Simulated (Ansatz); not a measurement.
B₅⁺: single points at one geometry.

```yaml
crystal:
  periodic: [false, false, false]
  atoms:
    - {symbol: B, position_ang: [-1.496913, -0.694550, -0.124495]}
    - {symbol: B, position_ang: [1.630420, -0.282437, 0.027995]}
    - {symbol: B, position_ang: [0.663921, 0.974962, 0.121220]}
    - {symbol: B, position_ang: [0.104370, -0.766880, -0.068404]}
    - {symbol: B, position_ang: [-0.901797, 0.768895, 0.043685]}
basis:
  gaussian: {orbitals: def2-TZVP, initial_orbitals: start.molden}
total_charge: 1
hamiltonian: {xc: pbe0, dispersion: d4}
scf: {omitted_lower_state_checks: [starts]}
output: {orbitals: {seedname: orbitals}}
```

The file start.molden holds the orbitals of an earlier run on this structure, at another level or in another basis.

```sh
$ ansatz run in.yaml --threads 4 --pin off --events-out ev --progress --plain --max-ram 3916MiB
```

Shortened log:

```
Functional definition: PBE0
845 factors; their error is unknown
mean field evaluation 1: about -3358.7362 eV, gradient 6.8e1 eV
mean field evaluation 2: about -3360.3601 eV, gradient 1.4e0 eV
mean field evaluation 4: about -3360.3617 eV, gradient 3.8e-1 eV
mean field evaluation 8: about -3360.3620 eV, gradient 2.7e-5 eV
mean field -3360.36201868 eV, -123.4910264514 hartree, gradient 2.7e-5 eV, S^2 0.000000; 0 other end points of the search recorded, 0 dependent functions left out
reference -3360.36205179 eV, -123.4910276682 hartree; 12, 12 occupied and 143, 143 virtual orbitals, 845 factors
Total energy: -3360.45660245 eV, -123.4945023408 hartree
Checks for a lower state left out: starts
```

It took 1.7 s on 4 threads of Arm Neoverse N1 on a shared host.

The first input with `hamiltonian: {xc: pbe, dispersion: d4}` (abridged; 1.4 s):

```
Functional definition: PBE
mean field -3360.20277242 eV, -123.4851742593 hartree, gradient 1.2e-5 eV, S^2 0.000000
Total energy: -3360.31658986 eV, -123.4893569731 hartree
Checks for a lower state left out: starts
```

As the first input, with `gaussian: {orbitals: def2-TZVPP, initial_orbitals: start.molden}`, `correlation: {method: ccsd_t}` and without the key `hamiltonian` (abridged; 13 s):

```
Functional definition: HF
mean field evaluation 16: about -3336.9317 eV, gradient 4.8e-1 eV
mean field evaluation 32: about -3336.9277 eV, gradient 5.6e-3 eV
mean field -3342.40667986 eV, -122.8311799203 hartree, gradient 2.8e-6 eV, S^2 0.000000; unrestricted orbitals would lower it
mean field evaluation 64: about -3343.2217 eV, gradient 3.2e-2 eV
5 core orbitals not correlated: weight in the atoms' cores, before any rotation towards them, 1.000 or more for the frozen orbitals, at most 0.000 for the correlated occupied ones
second order -12.06679964 eV of doubles, -0.00000000 eV of singles
cycle   1  -11.50971497 eV  change    5.6e-1 eV  update   1.7e-1
cycle   2  -12.08977000 eV  change   -5.8e-1 eV  update   8.2e-2
cycle   3  -12.28324923 eV  change   -1.9e-1 eV  update   3.5e-2
cycle   4  -12.28558515 eV  change   -2.3e-3 eV  update   1.4e-2
cycle   5  -12.28546306 eV  change    1.2e-4 eV  update   7.5e-3
cycle   6  -12.28854782 eV  change   -3.1e-3 eV  update   3.3e-3
cycle   7  -12.28741440 eV  change    1.1e-3 eV  update   1.5e-3
cycle   8  -12.28725957 eV  change    1.5e-4 eV  update   8.1e-4
cycle   9  -12.28766706 eV  change   -4.1e-4 eV  update   3.9e-4
cycle  10  -12.28754366 eV  change    1.2e-4 eV  update   2.5e-4
cycle  11  -12.28752349 eV  change    2.0e-5 eV  update   1.5e-4
cycle  12  -12.28755615 eV  change   -3.3e-5 eV  update   9.1e-5
cycle  13  -12.28760288 eV  change   -4.7e-5 eV  update   4.9e-5
cycle  14  -12.28759686 eV  change    6.0e-6 eV  update   1.9e-5
cycle  15  -12.28758603 eV  change    1.1e-5 eV  update   9.9e-6
perturbative correction -1.21749077 eV, -0.0447419605 hartree
Total energy: -3355.91175666 eV, -123.3274823386 hartree
Checks for a lower state left out: starts
```

The first input with `hamiltonian: {xc: r2scan, dispersion: d4}` (abridged; 2.7 s):

```
Functional definition: r2SCAN
mean field -3363.08226879 eV, -123.5909937991 hartree, gradient 1.3e-5 eV, S^2 0.000000
Total energy: -3363.10577961 eV, -123.5918578055 hartree
Checks for a lower state left out: starts
```

Geometry: PBE-D4/def2-SVP, that of the neutral doublet.

Correlated methods freeze 5 core orbitals. The restricted singlet is unstable towards broken spin symmetry in Hartree–Fock (as tested in another run); at PBE0-D4/def2-TZVP, PBE-D4/def2-TZVP, r2SCAN-D4/def2-TZVP this wasn't settled. At CCSD(T)/def2-TZVPP T1 of the charge 1 singlet is large (up to 0.033), so the single-reference result is doubtful. At CCSD(T)/def2-TZVPP the restricted singlet (for correlated methods, its reference) is unstable: a solution with broken spin symmetry lies lower. The structure comes from a short search, and lower isomers may exist.
